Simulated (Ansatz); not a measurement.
`C[O][Ga]([SH])[Cl]` + HCl → `[SH][Ga]([Cl])[Cl]` + CH₃OH at 600 K and 1 bar (ligand exchange at a Ga–O bond).

Calculated with Ansatz (gas phase, PBE0-D4/def2-TZVP geometries, no zero-point term in ΔE). CCSD(T)/CBS adds triple-zeta CCSD(T) − MP2 to the extrapolated MP2 energy (def2 sets, frozen cores). This one scheme is used for every species. For Ga outer-core shells are correlated without core-valence functions, which leaves a few kJ/mol of doubt a bond. Scalar relativity is left out up to krypton. One conformer a species, not always the lowest.

```
             species  CCSD(T)/CBS energy (Eh)  H − E (kJ/mol)  S (J/(mol·K))
`C[O][Ga]([SH])[Cl]`              -2897.23772           201.5          478.7
                 HCl               -460.38127            35.4          207.2
`[SH][Ga]([Cl])[Cl]`              -3242.02309            78.9          413.9
               CH₃OH               -115.61712           163.6          277.3
```

H − E and S are ideal-gas, rigid-rotor, harmonic terms from PBE0-D4/def2-TZVP, for one conformer and one mirror image of each species. 1 Eh = 2625.50 kJ/mol, R = 8.31446 J/(mol·K).

Q: By hand: ΔE, ΔH, ΔS and ΔG.

A: ΔE = (-3242.02309) + (-115.61712) − (-2897.23772) − (-460.38127) = -0.02122 Eh = -55.7 kJ/mol. Δ(H − E) = 78.9 + 163.6 − 201.5 − 35.4 = 5.6, so ΔH = -50.1 kJ/mol. ΔS = 413.9 + 277.3 − 478.7 − 207.2 = 5.3 J/(mol·K). ΔG = -50.1 − 600 × (5.3)/1000 = -53.3 kJ/mol.

Q: By hand: the equilibrium constant, and the temperature at which ΔG would vanish if ΔH and ΔS stayed fixed.

A: log₁₀ K = −ΔG/(RT ln 10) = 4.6. ΔH and −TΔS have one sign here, so there is no such temperature. One of them is within its doubt of zero, so this could turn.

The number of gas molecules stays the same, so ΔS is small and ΔH decides. A doubt of 5 kJ/mol in ΔE shifts log₁₀ K by 0.4 here. Other conformers and mirror images would add mixing entropy, several J/(mol·K) or more a flexible species. These are equilibria of isolated gas molecules and say nothing of rates. Largest T1 diagnostic: 0.013 (customary marks: 0.02 for closed shells, 0.045 for open ones).
